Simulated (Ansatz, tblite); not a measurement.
Forces on SiBrH3 (SiH3Br) at its PBE-D4/def2-TZVP geometry. The state is a singlet with charge 0.

The xTB rows come from tblite.

GFN1-xTB (tblite), largest force 0.72 eV/Å:

```xyz
5
positions Å, forces eV/Å
Si    0.000   -0.126   -0.106   -0.001   -0.284   -0.240
Br    0.005    1.583    1.333    0.000   -0.115   -0.097
H     0.670    0.316   -1.363   -0.333   -0.264    0.586
H    -1.416   -0.509   -0.376    0.703    0.145    0.096
H     0.741   -1.263    0.511   -0.368    0.519   -0.344
```

GFN2-xTB (tblite), largest force 0.68 eV/Å:

```
Si -0.001 -0.428 -0.361
Br -0.001 -0.383 -0.323
H -0.275 -0.058 0.619
H 0.581 0.280 0.214
H -0.303 0.589 -0.149
```

PBE0-D4/def2-TZVP (Ansatz), largest force 0.24 eV/Å:

```
Si 0.000 0.028 0.023
Br -0.001 -0.183 -0.154
H -0.089 -0.054 0.169
H 0.186 0.055 0.039
H -0.098 0.154 -0.078
```
